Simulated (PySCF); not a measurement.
# One molecule, several mistakes: BClH5Si2

These are calculations, not measurements. The program is PySCF 2.14.0, an open-source quantum chemistry code, run on an isolated molecule that a program drew, which may never have been made. The molecule is BClH5Si2 (charge 0, doublet), drawn as the SMILES string `[SiH3]B[SiH]Cl`.

Each row is a Hartree-Fock (HF) and frozen-core CCSD(T) single point in the cc-pV(D+d)Z basis, meant for a local HF minimum. Run 1 is clean. Each other run has one planted mistake out of seven kinds, and not every kind appears here: one electron removed, one electron added, multiplicity raised by two, geometry at a saddle point, minimal basis STO-3G, one bond length entered in bohr, all coordinates scaled. The reference is restricted for singlets and unrestricted otherwise, and also for a bond in bohr. Adding or removing an electron swaps singlet and doublet. Electrons count all cores. HOMO and LUMO are orbital energies over both spins, the gradient is its largest component, and the lowest frequency (negative if imaginary) is given only where the gradient is small. Bond lengths are over the 8 bonds as drawn. T1 is the CCSD diagnostic: over 0.02 (restricted) or 0.045 (unrestricted) a single reference is doubtful.

Geometry of the clean run:
```xyz
9
BClH5Si2, angstrom
Si    2.7340    1.1842    0.2764
B     1.0337    2.2294    0.6667
Si   -0.6256    1.3365    1.0163
Cl   -2.4068    2.2828    1.4197
H     3.7810    1.5214    1.2742
H     3.2477    1.5341   -1.0725
H     2.5216   -0.2860    0.3164
H     1.0412    3.4270    0.6841
H    -0.8708   -0.1119    1.0468
```

```
run,electrons,basis functions,<S^2>,HOMO (eV),LUMO (eV),gradient (hartree/bohr),lowest frequency (cm^-1),mean bond (Å),longest bond (Å),T1,HF (hartree),CCSD(T) (hartree),mistake
1,55,108,0.761,-8.53,0.05,3.3e-05,85,1.6413,2.057,0.0160,-1064.95990,-1065.44513,no fault
2,55,37,0.760,-6.08,4.29,3.2e-02,-,1.6413,2.057,0.0177,-1053.05392,-1053.21397,minimal basis STO-3G
3,56,108,0.000,-1.63,7.37,5.8e-02,-,1.6413,2.057,0.0145,-1064.98754,-1065.51230,one electron added
4,55,108,1.585,-8.07,-0.17,7.8e-03,-,1.8065,2.806,0.0492,-1064.84982,-1065.32615,?
5,55,108,3.784,-5.69,-2.25,5.3e-02,-,1.6413,2.057,0.0260,-1064.79895,-1065.27199,?
```

**Which mistake was planted in run 4, and what did it cost?**

The mean bond changes by a factor of 1.101 and the longest by 1.364, so the molecule wasn't scaled as a whole. A length L in bohr read as angstrom grows by (1/0.5292 - 1) L = 0.890 L. The 8 bonds together grew by 8 x 0.1652 = 1.322 Å, which gives L = 1.485 Å. That is the length of one of the H-Si bonds, 1.485 Å in the clean geometry. So the mistake is: one bond length entered in bohr. Subtracting run 1 and multiplying by 627.51 kcal/mol a hartree, the energy moved by 69.1 kcal/mol in HF and 74.7 kcal/mol in CCSD(T).

**Which mistake was planted in run 5, and what did it cost?**

Electrons, basis and geometry are unchanged, and <S^2> is 3.784, beside S(S+1) = 3.75 for a multiplicity of 4. So the mistake is: multiplicity raised by two. Subtracting run 1 and multiplying by 627.51 kcal/mol a hartree, the energy moved by 101.0 kcal/mol in HF and 108.6 kcal/mol in CCSD(T).

Cautions from the logs. Run 4: T1 is over the limit, so its CCSD(T) energy is less reliable.
